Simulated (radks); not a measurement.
Question: These are the eigenvalues of the occupied orbitals of an atom or ion with whole-number occupations (eV). Method: scalar-relativistic Kohn-Sham, SCAN, spin-polarised, spherical densities, finite nucleus; meta-GGA in the generalised Kohn-Sham scheme; Fermi nuclear charge, rms radius of each element as measured or else 0.836 A^(1/3) + 0.57 fm; computed with a radial shooting solver on a logarithmic mesh with Libxc functionals.

1s down: -40338.70
1s up: -40338.70
2s up: -6483.535
2s down: -6483.530
2p up: -5803.401
2p down: -5803.399
3s up: -1408.215
3s down: -1407.678
3p up: -1190.193
3p down: -1189.640
3d up: -881.2233
3d down: -880.7690
4s up: -293.0158
4s down: -291.4329
4p up: -221.6612
4p down: -220.0135
4d up: -118.9246
4d down: -117.1451
5s up: -51.4571
5s down: -50.4708
5p up: -34.0851
5p down: -33.2906
4f up: -12.9580

Which element is it, and in what charge state? The configuration may be excited. Open shells, if any, are filled with parallel spins first.

Answer: Z = 58, cerium, charge +2: Ce2+ in [Xe] 4f2. The list shows which subshells hold electrons but not how many an open one holds; the 1s level, -1482.4 hartree, gives Z - s = 54.5 by -(Z - s)^2/2, which with screening and relativity narrows Z to a few neighbours, and the depths of the outer levels then fix element, charge and occupations together.
